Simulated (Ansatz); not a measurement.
`N=[CH][AlH][CH2][SiH3]` + H₂Se → `N=C[SeH]` + `[AlH2][CH2][SiH3]`  (substitution at a C–Al bond)

Program: Ansatz. Geometries: PBE0-D4/def2-TZVP. ΔE: electronic, gas phase. CCSD(T)/CBS is the MP2 limit (def2-TZVPP, def2-QZVPP) plus CCSD(T) − MP2 in def2-TZVPP, frozen cores. DFT in def2-TZVPP. For Se outer-core shells are correlated without core-valence functions, which leaves a few kJ/mol of doubt a bond. Scalar relativity is left out up to krypton. One conformer a species, not always the lowest.

`N=[CH][AlH][CH2][SiH3]`:

Cartesian coordinates in Å:
```
N -0.970 -2.873 1.527
C -1.112 -1.690 1.067
Al 0.436 -0.477 0.855
C 0.306 1.331 0.148
Si 0.288 1.403 -1.718
H 0.012 -3.066 1.750
H -2.148 -1.429 0.809
H 1.810 -1.140 1.302
H -0.618 1.799 0.507
H 1.150 1.931 0.507
H -0.885 0.651 -2.245
H 1.515 0.766 -2.271
H 0.217 2.795 -2.239
```

H₂Se:

Z-matrix (Å, degrees):
```
Se
H 1 1.467
H 1 1.467 2 91.2
```

`N=C[SeH]`:

```xyz
6

N     0.944    0.562    0.907
C     0.170   -0.042    0.123
Se   -1.242    0.912   -0.724
H     1.650   -0.066    1.288
H     0.214   -1.102   -0.144
H    -1.737   -0.264   -1.450
```

`[AlH2][CH2][SiH3]`:

Z-matrix (Å, degrees):
```
C
Si 1 1.866
Al 1 1.948 2 113.8
H 1 1.096 2 107.7 3 121.8
H 1 1.096 2 107.7 3 -121.7
H 2 1.489 1 112.7 3 180.0
H 2 1.490 1 110.3 3 59.2
H 2 1.490 1 110.3 3 -59.3
H 3 1.587 1 119.9 2 89.7
H 3 1.587 1 119.9 2 -89.6
```

Is it downhill or uphill in electronic energy at CCSD(T)/CBS, and by how much? (Estimate.)

Computed: Uphill: ΔE = +4.8 kcal/mol.

What do these levels give: PBE0-D4, ωB97X-V, ωB97M-V, PBE, PBE0, HF/def2-TZVPP, SCS-MP2/def2-TZVPP, CCSD/def2-TZVPP, CCSD(T)/def2-TZVPP, HF/def2-QZVPP, MP2/def2-QZVPP, CCSD/CBS(def2)? (Estimate.)

The calculation gave: PBE0-D4 3.0, ωB97X-V 3.9, ωB97M-V 4.7, PBE 2.1, PBE0 2.9, HF/def2-TZVPP 4.6, SCS-MP2/def2-TZVPP 3.5, CCSD/def2-TZVPP 4.8, CCSD(T)/def2-TZVPP 4.6, HF/def2-QZVPP 4.6, MP2/def2-QZVPP 3.4, CCSD/CBS(def2) 5.1 kcal/mol.

Largest T1 diagnostic among the species: 0.012.

From PBE to PBE0 (25 % exact exchange), in def2-TZVPP and without D4, ΔE moves by +0.8 kcal/mol.
